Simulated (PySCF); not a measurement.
CH$_{2}$Cl$_{5}$Si$_{2}$ (SMILES Cl[Si](Cl)C[Si](Cl)(Cl)Cl), doublet, at a GFN2-xTB geometry; PBE/STO-3G in PySCF.

PySCF was given this input:
```python
from pyscf import gto, scf, dft

mol = gto.Mole()
mol.atom = '''
    Cl    3.41525895   -1.34409871   -0.27085055
    Si    1.74669864   -0.28088033   -0.75186272
    Cl    1.94499597    1.60955830   -0.04047943
    C     0.24015503   -1.15886881    0.05257970
    Si   -1.35818607   -0.12608024    0.18853658
    Cl   -1.19850249    1.18695867    1.71029326
    Cl   -2.91472829   -1.36456811    0.55088283
    Cl   -1.68554634    0.86518030   -1.53683948
    H     0.03314168   -2.07281011   -0.50320774
    H     0.54162996   -1.47804627    1.05318232
'''
mol.basis = 'sto-3g'
mol.spin = 1
mol.verbose = 4
mol.build()

mf = dft.UKS(mol)
mf.xc = 'pbe'
mf.grids.atom_grid = (99, 590)
mf.grids.prune = None
mf.kernel()
```

What the program printed (banner, timings and long lists left out):

```
PySCF version 2.14.0

[INPUT] verbose = 4
[INPUT] num. atoms = 10
[INPUT] num. electrons = 121
[INPUT] charge = 0
[INPUT] spin (= nelec alpha-beta = 2S) = 1
[INPUT] symmetry False subgroup None
[INPUT] Mole.unit = angstrom
[INPUT] Symbol           X                Y                Z      unit          X                Y                Z       unit  Magmom
[INPUT]  1 Cl     3.415258950000  -1.344098710000  -0.270850550000 AA    6.453904059970  -2.539978446281  -0.511833360188 Bohr   0.0
[INPUT]  2 Si     1.746698640000  -0.280880330000  -0.751862720000 AA    3.300782051750  -0.530786897477  -1.420814624071 Bohr   0.0
[INPUT]  3 Cl     1.944995970000   1.609558300000  -0.040479430000 AA    3.675509696683   3.041624368521  -0.076495036379 Bohr   0.0
[INPUT]  4 C      0.240155030000  -1.158868810000   0.052579700000 AA    0.453827234137  -2.189944665201   0.099361232712 Bohr   0.0
[INPUT]  5 Si    -1.358186070000  -0.126080240000   0.188536580000 AA   -2.566599698499  -0.238257123319   0.356282500662 Bohr   0.0
[INPUT]  6 Cl    -1.198502490000   1.186958670000   1.710293260000 AA   -2.264841465709   2.243026807478   3.231985854090 Bohr   0.0
[INPUT]  7 Cl    -2.914728290000  -1.364568110000   0.550882830000 AA   -5.508038195622  -2.578660006215   1.041017675425 Bohr   0.0
[INPUT]  8 Cl    -1.685546340000   0.865180300000  -1.536839480000 AA   -3.185220952863   1.634953815369  -2.904205714619 Bohr   0.0
[INPUT]  9 H      0.033141680000  -2.072810110000  -0.503207740000 AA    0.062628698508  -3.917043416130  -0.950924812361 Bohr   0.0
[INPUT] 10 H      0.541629960000  -1.478046270000   1.053182320000 AA    1.023532285259  -2.793102649735   1.990226144034 Bohr   0.0

nuclear repulsion = 1036.54299728247
number of shells = 40
number of NR pGTOs = 210
number of NR cGTOs = 70
basis = sto-3g
ecp = {}

******** <class 'pyscf.dft.uks.UKS'> ********
method = UKS
initial guess = minao
damping factor = 0
level_shift factor = 0
DIIS = <class 'pyscf.scf.diis.CDIIS'>
diis_start_cycle = 1
diis_space = 8
diis_damp = 0
SCF conv_tol = 1e-09
SCF conv_tol_grad = None
SCF max_cycles = 50
direct_scf = True
direct_scf_tol = 1e-13
number electrons alpha = 61  beta = 60
XC library pyscf.dft.libxc version 7.1.2
    S. Lehtola, C. Steigemann, M. J. T. Oliveira, and M. A. L. Marques,  SoftwareX 7, 1–5 (2018)
XC functionals = pbe
    J. P. Perdew, K. Burke, and M. Ernzerhof,  Phys. Rev. Lett. 77, 3865 (1996)
    J. P. Perdew, K. Burke, and M. Ernzerhof,  Phys. Rev. Lett. 78, 1396 (1997)
    J. P. Perdew, K. Burke, and M. Ernzerhof,  Phys. Rev. Lett. 77, 3865 (1996)
    J. P. Perdew, K. Burke, and M. Ernzerhof,  Phys. Rev. Lett. 78, 1396 (1997)
radial grids:
    Treutler-Ahlrichs [JCP 102, 346 (1995); DOI:10.1063/1.469408] (M4) radial grids

becke partition: Becke, JCP 88, 2547 (1988); DOI:10.1063/1.454033
pruning grids: None
grids dens level: 3
symmetrized grids: False
atomic radii adjust function: <function treutler_atomic_radii_adjust>
User specified grid scheme (99, 590)
small_rho_cutoff = 0
Set gradient conv threshold to 3.16228e-05
tot grids = 584104
init E= -2885.09347001404

cycle= 1 E= -2885.6821479263  delta_E= -0.589  |g|= 0.478  |ddm|=    3
cycle= 2 E= -2885.4837867503  delta_E= 0.198  |g|= 0.696  |ddm|= 2.37
cycle= 3 E= -2885.89024157127  delta_E= -0.406  |g|= 0.0581  |ddm|= 1.44
cycle= 4 E= -2885.89236484141  delta_E= -0.00212  |g|= 0.0339  |ddm|= 0.185
cycle= 5 E= -2885.89320896555  delta_E= -0.000844  |g|= 0.00746  |ddm|= 0.0673
cycle= 6 E= -2885.8932529799  delta_E= -4.4e-05  |g|= 0.00136  |ddm|= 0.0166
cycle= 7 E= -2885.8932545341  delta_E= -1.55e-06  |g|= 0.000207  |ddm|= 0.00306
cycle= 8 E= -2885.89325458317  delta_E= -4.91e-08  |g|= 6.74e-05  |ddm|= 0.000781
cycle= 9 E= -2885.8932545893  delta_E= -6.14e-09  |g|= 1.45e-05  |ddm|= 0.000263
cycle= 10 E= -2885.89325458959  delta_E= -2.85e-10  |g|= 3.52e-06  |ddm|= 5.61e-05
Extra cycle  E= -2885.8932545896  delta_E= -1.18e-11  |g|= 3.62e-06  |ddm|= 2.27e-05
converged SCF energy = -2885.8932545896  <S^2> = 0.75079001  2S+1 = 2.0007899
```
